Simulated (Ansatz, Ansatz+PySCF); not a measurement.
```xyz
2

Cu    0.0001    0.0465    0.0862
H    -0.0836   -0.0286    1.2758
```

Basis set: def2-SVP (spherical functions). Correlated methods keep 5 orbitals frozen. Charge 0, multiplicity 1.

Computed with Ansatz (development build ahead of 0.2.0); each method stands on the lowest determinant of its kind that the runs found. Restricted open shells among the atoms or ions are ROHF, correlated in semicanonical orbitals with singles.

The atomization energy at this shape (free ground-state atoms in the same class of orbitals less the molecule, no zero-point energy) of singlet CuH:

```csv
method,atomization energy
RHF,0.20 eV
```

Q: What does RHF-MP2 give?

A: 1.80 eV. Caution: the shape is not the minimum.
